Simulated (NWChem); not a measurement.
System meant: C₄H₄F₂; SMILES CC#CC(F)F

NWChem input:

```
start job
memory heap 200 mb stack 900 mb global 1100 mb
geometry units angstroms noautoz
  C      2.916205     0.595529     0.021462
  C      1.476754     0.399651    -0.023859
  C      0.266691     0.223515    -0.051715
  C     -1.185852     0.059067    -0.127257
  F     -1.763424     0.260694     1.100067
  F     -1.511956    -1.207901    -0.538344
  H      3.250662     0.856539     1.046957
  H      3.233733     1.413961    -0.657371
  H      3.453485    -0.326190    -0.284144
  H     -1.648699     0.778791    -0.843413
end
basis spherical
  * library def2-svp
end
dft
  xc xpbe96 cpbe96
  iterations 4
  mulliken
end
task dft energy
```

End of the output:

```
    Atom       Charge   Shell Charges
 -----------   ------   -------------------------------------------------------
    1 C    6     6.07   1.96  0.57  0.30  1.91  1.26  0.07
    2 C    6     6.07   1.97  0.64  0.31  1.89  1.19  0.07
    3 C    6     6.06   1.97  0.65  0.31  1.88  1.20  0.06
    4 C    6     5.83   1.96  0.60  0.30  1.73  0.97  0.26
    5 F    9     9.08   1.98  1.02  0.75  3.19  2.13  0.01
    6 F    9     9.08   1.98  1.02  0.75  3.19  2.13  0.01
    7 H    1     0.94   0.62  0.25  0.06
    8 H    1     0.94   0.62  0.25  0.06
    9 H    1     0.94   0.62  0.25  0.06
   10 H    1     0.98   0.66  0.27  0.06

 center of mass
 --------------
 x =   0.00000154 y =  -0.25326413 z =  -0.02703804

 moments of inertia (a.u.)
 ------------------
        1086.508625041944           0.000000000000           0.000000000000
           0.000000000000         198.834649264893           0.000000000000
           0.000000000000           0.000000000000        1231.969795715786

     Multipole analysis of the density
     ---------------------------------

     L   x y z        total         alpha         beta         nuclear
     -   - - -        -----         -----         ----         -------
     0   0 0 0     -0.000000    -23.000000    -23.000000     46.000000

     1   1 0 0     -0.000046     -0.000023     -0.000023      0.000000
     1   0 1 0      0.871244      0.435622      0.435622      0.000000
     1   0 0 1      0.406571      0.203285      0.203285      0.000000

     2   2 0 0    -26.451535    -55.499489    -55.499489     84.547442
     2   1 1 0     -0.000151      0.000105      0.000105     -0.000360
     2   1 0 1     -0.000026     -0.000026     -0.000026      0.000026
     2   0 2 0    -20.988601   -303.603418   -303.603418    586.218234
     2   0 1 1     -1.827073      2.803349      2.803349     -7.433771
     2   0 0 2    -24.075178    -22.038025    -22.038025     20.000873

 ------------------------------------------------------------------------
 dft energy failed                                                                                  0
 ------------------------------------------------------------------------
 ------------------------------------------------------------------------
  current input line :
    23: task dft energy
 ------------------------------------------------------------------------
 ------------------------------------------------------------------------
 This type of error is most commonly associated with calculations not reaching convergence criteria
 ------------------------------------------------------------------------
 For more information see the NWChem manual at https://nwchemgit.github.io

0:dft energy failed:Received an Error in Communication
```

### Question
Can this run be used? If not, why, and what is the fix?

### Answer
The run did not converge; its last values are not results. Cause: the SCF was allowed too few iterations. This input runs:
```
start job
memory heap 200 mb stack 900 mb global 1100 mb
geometry units angstroms noautoz
  C      2.916205     0.595529     0.021462
  C      1.476754     0.399651    -0.023859
  C      0.266691     0.223515    -0.051715
  C     -1.185852     0.059067    -0.127257
  F     -1.763424     0.260694     1.100067
  F     -1.511956    -1.207901    -0.538344
  H      3.250662     0.856539     1.046957
  H      3.233733     1.413961    -0.657371
  H      3.453485    -0.326190    -0.284144
  H     -1.648699     0.778791    -0.843413
end
basis spherical
  C library def2-svp
  F library def2-svp
  H library def2-svp
end
dft
  xc xpbe96 cpbe96
  iterations 150
  mulliken
end
task dft energy
```
It converges to -353.78909 Ha (PBE/def2-SVP).
